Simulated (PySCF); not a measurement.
CCl₃ (SMILES Cl[C](Cl)Cl), doublet, at a GFN2-xTB geometry. Base run: B3LYP/cc-pVDZ (PySCF).

Geometry (Å):
```xyz
4

C     -0.0050    -0.0053     0.3040
Cl     0.0000     1.6760    -0.0066
Cl     1.4518    -0.8369    -0.0267
Cl    -1.4500    -0.8372    -0.0740
```
Charge 0, spin multiplicity 2.
Orbitals are unrestricted.
All else is at PySCF's defaults.
Base energy -1418.69151 Eh.

Each row names what was changed in the base input (with any setting that the change needs).

| change | ΔE vs base (mEh) | SCF cycles | <S^2> |
|---|---|---|---|
| base | 0.000 | 10 | 0.753 |
| conv_tol = 1e-12 | 0.000 | 31 | 0.753 |
| DIIS = ADIIS | 0.000 | 16 | 0.753 |
| conv_tol = 1e-4 | 0.004 | 5 | 0.753 |
| solver = newton; init_guess = 1e | 0.000 | - | 0.753 |
| conv_tol = 1e-7 | 0.000 | 8 | 0.753 |
| diis_space = 2 | 0.000 | 13 | 0.753 |
| init_guess = sap | 0.000 | 12 | 0.753 |
| conv_tol = 1e-6 | 0.000 | 7 | 0.753 |
| diis_space = 12 | 0.000 | 10 | 0.753 |
| level_shift = 0.1 (with mf.max_cycle = 100) | 0.000 | 12 | 0.753 |
| init_guess = atom | 0.000 | 10 | 0.753 |
| damp = 0.5; diis_start_cycle = 5 | 0.000 | 11 | 0.753 |

Open shells are given as the SCF converged; they aren't shown to be the lowest states, and a large step between rows can be another state.
